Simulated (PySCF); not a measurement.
Polarisability and C₆ of Ge (germanium, neutral)

[Ar] 3d10 4s2 4p2, high-spin 3P determinant. Computed with PySCF 2.14 in aug-cc-pVQZ-PP with one added diffuse shell each of s, p, d, f, g type with ECP10MDF (8s7p6d4f3g, 114 functions), with scalar relativity through the core potential. Coupled (time-dependent) response in atomic units; α is the mean over directions.

```
method  mean α (bohr³)         α xx, yy, zz  C₆ (like pair)  S(−4)
   UHF           41.28  33.23, 45.31, 45.31           361.4  663.7
   PBE           46.51  35.28, 52.12, 52.12           405.3   1074
  PBE0           43.59  33.90, 48.43, 48.43           378.4  851.9
revPBE           46.63  35.44, 52.22, 52.22           408.0   1075
```

S(−4) is the Cauchy moment in α(ω) = α(0) + S(−4) ω² + …

Reference α: 40 ± 1 bohr³ (recommended; Schwerdtfeger and Nagle, table of static dipole polarizabilities (2023 update)). Published C₆: 354.0 (Chu and Dalgarno (2004); Tang, Norbeck and Certain (1976)).

Spin-orbit coupling is absent.

α(iu) at PBE:

```tsv
u (hartree)	α(iu) (bohr³)
0	46.51
0.0500	44.04
0.100	38.49
0.200	27.21
0.300	19.34
0.500	10.77
0.750	6.119
1.00	3.969
1.50	2.120
2.00	1.354
3.00	0.7139
5.00	0.3066
```

The components differ because the open shell of this determinant is not spherical; for a pure term their mean is the scalar polarisability.

Energies and moments cover only the electrons outside the core potential.
